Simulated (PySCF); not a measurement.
**A ladder of Hamiltonians for B³⁺ (boron, charge +3)**

Occupied: 1s1/2. Hartree-Fock calculated with PySCF 2.14 in an uncontracted even-tempered set (20 s from 0.059 bohr⁻², ratio 2.3; 12 p from 0.071 bohr⁻², ratio 2.3), Gaussian nucleus throughout. NR is non-relativistic, sf-X2C the spin-free one-electron X2C Hamiltonian, X2C adds the bare one-electron spin-orbit term, X2C-SNSO screens it by Boettger's factors, DC is four-component Dirac-Coulomb, and the Gaunt and Breit terms are added at first order (total energies over the DC spinors, levels after relaxing the spinors in that mean field). QED terms are absent. Levels marked empty are virtual spinors of this ion.

```
Hamiltonian  E (hartree)  E − E(DC) (hartree)  CPU seconds
         NR     -21.9862               0.0069         0.24
     sf-X2C     -21.9925               0.0007         0.13
        X2C     -21.9925               0.0007         0.12
   X2C-SNSO     -21.9925               0.0007         0.17
         DC     -21.9931               0.0000          1.9
   DC+Gaunt     -21.9918               0.0014          3.8
   DC+Breit     -21.9918               0.0014           41
```

Give the 2p spin-orbit interval with each Hamiltonian that has one.

X2C 0.008170; X2C-SNSO 0.006535; DC 0.005269; DC+Gaunt 0.003948; DC+Breit 0.003948 (eV).

| level (eV) | NR | sf-X2C | X2C | X2C-SNSO | DC | DC+Gaunt | DC+Breit |
| --- | --- | --- | --- | --- | --- | --- | --- |
| 1s1/2 | -259.65 | -259.71 | -259.71 | -259.71 | -259.73 | -259.69 | -259.69 |
| 2s1/2 (empty) | -37.816 | -37.826 | -37.826 | -37.826 | -37.827 | -37.825 | -37.825 |
| 2p1/2 (empty) | -31.760 | -31.762 | -31.767 | -31.766 | -31.765 | -31.762 | -31.763 |
| 2p3/2 (empty) | -31.760 | -31.762 | -31.759 | -31.759 | -31.760 | -31.758 | -31.759 |
| 3s1/2 (empty) | -15.555 | -15.558 | -15.558 | -15.558 | -15.558 | -15.558 | -15.558 |

Weight of the small component: 1s1/2 0.000293, 2s1/2 3.83e-05, 2p1/2 3.41e-05, 2p3/2 3.41e-05, 3s1/2 1.57e-05.

Koopmans' value for the highest occupied level at DC+Breit: 259.69 eV, against an ionisation energy of 259.37 eV (theoretical estimate listed by NIST; NIST Atomic Spectra Database, ionization energies); the former lacks relaxation, correlation, QED and recoil.

The whole ladder took 48 s of wall time on 1 thread of Intel(R) Xeon(R) Platinum 8488C (shared host), launched as `OMP_NUM_THREADS=1 python relrun2.py TASK.json OUT` (a driver that calls PySCF for each Hamiltonian).
